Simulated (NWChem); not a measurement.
Molecule: CH₅FOSi; SMILES OC[SiH2]F

```xyz
9

O      0.6145    -1.8409     0.1939
C     -0.3552    -1.0690    -0.4786
Si    -0.5041     0.6942     0.1695
F      0.8497     1.5379    -0.1488
H      0.3617    -1.9068     1.1207
H     -1.3615    -1.5425    -0.4747
H     -0.0590    -1.0298    -1.5409
H     -1.6482     1.4046    -0.4724
H     -0.6674     0.6557     1.6538
```
Atoms are numbered in this order, from 1.

Program: NWChem. Medium grid unless said otherwise, to which SCAN and Minnesota functionals are sensitive. Structure relaxed at the PBE0/def2-SVP level.

Question: Order these by “highest occupied level (eV)”, lowest first: LDA (Slater exchange, VWN5)/def2-TZVP; BLYP/def2-TZVP; TPSSh/def2-TZVP; r2SCAN/def2-TZVP; B3LYP/def2-TZVP.

Answer: B3LYP/def2-TZVP (-7.51), TPSSh/def2-TZVP (-6.89), r2SCAN/def2-TZVP (-6.50), LDA (Slater exchange, VWN5)/def2-TZVP (-6.32), BLYP/def2-TZVP (-6.11)
